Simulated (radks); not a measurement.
Q: The mean radii <r> (bohr) of the occupied orbitals of an atom or ion are listed with their occupations. All-electron calculation, non-relativistic Kohn-Sham, TPSS, spin-polarised, spherical densities, point nucleus; meta-GGA in the generalised Kohn-Sham scheme. Program: a radial shooting solver on a logarithmic mesh with Libxc functionals.

orbital  occ.     <r>
1s up       1  0.1308
1s down     1  0.1308
2s up       1  0.6964
2s down     1  0.6958
2p up       3  0.6879
2p down     3  0.6864
3s up       1   2.788

Name the element and its charge. Open shells, if any, are filled with parallel spins first.

A: Z = 12, magnesium, charge +1: Mg+ in [Ne] 3s1. The 1s radius gives Z: for a bare nucleus <r> = 1.5/Z, 0.125 bohr for Z = 12, and screening makes it slightly larger (0.1308 here). The occupations add up to 11, and the charge is Z minus that.
